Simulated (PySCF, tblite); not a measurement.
Isomers of C4H14NOPSi2, one GFN2-xTB conformer each. Single-point energies are computed at PBE0/pcSseg-1 (PySCF, gas phase, no added dispersion term), electronic only.

Problem. Rank them by PBE0/pcSseg-1 energy, lowest first (kJ/mol).
A. `[CH3:1][C@H:2]1[CH2:3][P@@:4](=[O:5])([N:6]([SiH3:7])[SiH3:8])[CH2:9]1` with C3–P4–N6–Si7 151°, C1–C2–C3–P4 146°, C2–C3–P4–O5 97°, C3–P4–C9–C2 19°, C1–C2–C9–P4 -146°
B. `[CH2:1]=[N:2][Si@H:3]([PH2:4])[O:5][Si:6]([CH3:7])([CH3:8])[CH3:9]` with C1–N2–Si3–P4 109°, N2–Si3–P4–H 59° and 151°, N2–Si3–O5–Si6 91°

Solution. B (0.0), A (199.5).

As drawn, the lower has a C=N bond, an Si–O bond and an Si–C bond, which the higher lacks; the higher has a four-membered ring and a P=O bond, which the lower lacks. GFN2-xTB itself gives, in the same order: 150.1, 0.0. GFN2-xTB puts C[C@H]1C[P@@](=O)(N([SiH3])[SiH3])C1 lowest instead.

Problem. Which frontier levels, dipoles and rotational constants go with these structures?

Solution. 
```
                              SMILES  HOMO (eV, PBE0/pcSseg-1)  LUMO (eV)  dipole (D)       A, B, C (MHz)
            C=N[Si@H](P)O[Si](C)(C)C                     -7.09      -0.92        1.56  1235, 682.7, 550.5
C[C@H]1C[P@@](=O)(N([SiH3])[SiH3])C1                     -7.60      -0.01        3.35  1569, 688.6, 616.7
```

Problem. What happens when harmonic zero-point energies from GFN2-xTB frequencies are added?

Solution. 
```csv
SMILES,ZPE (kJ/mol),electronic (kJ/mol),with ZPE (kJ/mol)
C=N[Si@H](P)O[Si](C)(C)C,449.8,0.0,0.0
C[C@H]1C[P@@](=O)(N([SiH3])[SiH3])C1,443.6,199.5,193.3
```

The zero-point energies span 6.2 kJ/mol. The order is unchanged.
